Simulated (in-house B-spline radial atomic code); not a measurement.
Neutral barium is squeezed into an impenetrable sphere of radius R (the orbitals vanish at R). Computed with a B-spline radial code for spherical atoms: Dirac-Kohn-Sham LDA VWN5, spherical fractional occupations, Fermi nucleus of rms radius 4.8378 fm.

Energies in eV above the free atom in [Xe] 6s2:

| R (bohr) | highest level (eV) | [Xe] 6s2 | [Ar] 3d10 4s2 4p5 4d10 5s2 5p6 6s2 6d1 | [Ar] 3d10 4s2 4p5 4d10 4f1 5s2 5p6 6s2 |
| --- | --- | --- | --- | --- |
| 8.48 | -2.63 | 0.5839 | 192.4 | 184.5 |
| 6.06 | 0.468 | 4.714 | 202.4 | 188.5 |
| 5.03 | 5.15 | 12.4 | 217.4 | 196 |
| 3.97 | 19 | 39.6 | 261.6 | 222.7 |
| 3.56 | 30.9 | 66.62 | 301.2 | 249.3 |
| 2.91 | 69.2 | 168.9 | 440.6 | 350.6 |
| 2.68 | 93.7 | 243.5 | 537.9 | 425 |
| 2.11 | 213 | 672.8 | 1074 | 855.3 |
| 1.62 | 492 | 1951 | 2589 | 2142 |
| 1.57 | 541 | 2206 | 2886 | 2399 |

**Question.** Does [Ar] 3d10 4s2 4p5 4d10 5s2 5p6 6s2 6d1 fall below [Xe] 6s2 under compression?

**Answer.** No, it stays above over the whole range.

**Question.** Does [Ar] 3d10 4s2 4p5 4d10 4f1 5s2 5p6 6s2 fall below [Xe] 6s2 under compression?

**Answer.** No, it stays above over the whole range.

The highest level is first positive in the row R = 6.06 bohr, pushed up by confinement above the zero of the free ion's potential. Each configuration is held fixed and needn't be the lowest in the sphere.
